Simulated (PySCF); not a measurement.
A species of formula CH5F2NSi has this rotational fingerprint, computed with PBE0-D3(BJ)/def2-SVP geometry optimisation, gas phase in PySCF:

- Rotational constants: A = 6273, B = 2897, C = 2181 MHz
- Dipole components: |μa| = 2.31 D, |μb| = 1.19 D, |μc| = 0.68 D
- Inertial defect: -23.31 u·Å²
- κ: -0.65

Question: Which structure is it? (One computed conformer of each.)
A. `[CH3:1][NH:2][SiH:3]([F:4])[F:5]` with C1–N2–Si3–F4 -158°
B. `[NH2:1][SiH2:2][CH:3]([F:4])[F:5]` with H–N1–Si2–C3 158° and -59°, N1–Si2–C3–F4 57°

Answer: A. It is CN[SiH](F)F, an asymmetric top, point group C1. The candidates at the same level (rigid rotor, commonest isotopes):

```csv
SMILES,A (MHz),B (MHz),C (MHz),μa (D),μb (D),μc (D),Δ (u·Å²),point group,rotor
CN[SiH](F)F,6273,2897,2181,2.31,1.19,0.68,-23.31,C1,asymmetric top
N[SiH2]C(F)F,6824,2576,2016,2.63,0.25,0.56,-19.54,C1,asymmetric top
```

`N[SiH2]C(F)F` has B 11 % too low. No structure here is proved a minimum.
